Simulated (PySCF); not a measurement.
CH5FGeO, SMILES [GeH2]([F])[O]C. Geometry: PBE-D3(BJ)/def2-SVP. The structure was generated by enumeration, and PubChem lists no compound with its InChIKey, so it may never have been made. One conformer was computed; it need not be the lowest.

Q: Give the equilibrium geometry at PBE-D3(BJ)/def2-SVP (PySCF confirms it by a frequency run) as a Z-matrix. (The exact figures need the calculation; the answer reports its results.)

A: This is not unique; one that fits is 
```
O
C 1 1.4193
H 2 1.1096 1 108.13
H 2 1.1134 3 108.09 1 -121.48
H 2 1.1163 3 107.74 4 -116.37
Ge 1 1.7829 2 119.46 3 167.89
F 6 1.7620 1 108.13 2 67.68
H 6 1.5402 7 108.17 1 -113.98
H 6 1.5514 8 118.68 1 -124.43
```
Charge 0, spin multiplicity 1.
